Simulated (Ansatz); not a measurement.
CH8SeSi2, SMILES `[SiH3]C[SiH2][SeH]` at its PBE0-D4/def2-TZVP geometry, where that method's forces vanish. Total charge 0; spin multiplicity 1.

```xyz
12

Si   -0.8699    0.0719   -1.4763
C     0.0283   -0.9374   -0.1721
Si    0.2606   -0.0566    1.4558
Se    1.0594    2.0673    1.1938
H     0.0525    1.0449   -2.1124
H    -1.4085   -0.8291   -2.5321
H    -2.0079    0.8089   -0.8649
H    -0.5357   -1.8567    0.0251
H     1.0039   -1.2406   -0.5658
H    -1.0480    0.1505    2.1263
H     1.1572   -0.8315    2.3531
H     2.3081    1.6083    0.5694
```

(1) What forces (eV/Å) does B3LYP-D4/def2-TZVPP give on these atoms in Ansatz 0.2.0? (An estimate is asked.)

Answers

(1) Computed: 
```
Si1 -0.100  0.069 -0.183
C2   0.033 -0.094 -0.013
Si3 -0.064 -0.176  0.237
Se4  0.038  0.187  0.008
H5  -0.069 -0.067  0.044
H6   0.031  0.062  0.064
H7   0.077 -0.048 -0.043
H8   0.042  0.041 -0.019
H9  -0.061  0.004  0.025
H10  0.084 -0.022 -0.042
H11 -0.064  0.043 -0.055
H12  0.052  0.002 -0.024
```

B3LYP here is the variant with VWN-RPA as its local correlation; programs differ in this.
